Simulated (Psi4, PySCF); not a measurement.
CH₅FGe, singlet, geometry from GFN2-xTB. Base run: HF/6-31G, TDA run with PySCF.

The PySCF input:
```python
from pyscf import gto, scf, tdscf

mol = gto.Mole()
mol.atom = '''
    Ge    0.217133    0.251777    0.174654
    C    -1.721398   -0.058536    0.144900
    F     0.890594   -0.979687   -0.872270
    H     0.713448    1.513295   -0.477408
    H     0.929694   -0.024363    1.470396
    H    -1.938362   -1.061785    0.505152
    H    -2.248463    0.657114    0.768371
    H    -2.091522    0.027291   -0.874416
'''
mol.basis = '6-31g'
mol.charge = 0
mol.spin = 0
mol.verbose = 4
mol.build()

mf = scf.RHF(mol)
mf.kernel()
td = mf.TDA()
td.nstates = 5
td.kernel()
td.analyze()
```

Programs used: Psi4, PySCF; a row that names a program was run with it.

The base run was repeated with changes; each row names its change, and settings that it needs were set with it.

```json
[
 {"change": "base", "first excitation (eV)": "9.31", "oscillator strength of the first": "0.052", "second (eV)": "9.56"},
 {"change": "guess vectors = 13 for 5 states", "first excitation (eV)": "9.31", "oscillator strength of the first": "0.052", "second (eV)": "9.56"},
 {"change": "functional = b3lyp", "first excitation (eV)": "7.50", "oscillator strength of the first": "0.006", "second (eV)": "7.63"},
 {"change": "response = full linear response", "first excitation (eV)": "9.27", "oscillator strength of the first": "0.050", "second (eV)": "9.53"},
 {"change": "code = psi4", "first excitation (eV)": "9.31", "oscillator strength of the first": "0.051", "second (eV)": "9.55"},
 {"change": "nstates = 10", "first excitation (eV)": "9.31", "oscillator strength of the first": "0.052", "second (eV)": "9.56"},
 {"change": "states = triplets", "first excitation (eV)": "8.46", "oscillator strength of the first": "-", "second (eV)": "8.81"},
 {"change": "functional = m062x", "first excitation (eV)": "8.00", "oscillator strength of the first": "0.015", "second (eV)": "8.17"},
 {"change": "functional = bhandhlyp", "first excitation (eV)": "8.24", "oscillator strength of the first": "0.013", "second (eV)": "8.42"},
 {"change": "nstates = 2", "first excitation (eV)": "9.31", "oscillator strength of the first": "0.052", "second (eV)": "9.56"}
]
```

An iterative solver can miss low states, so a row lists the states that it found.
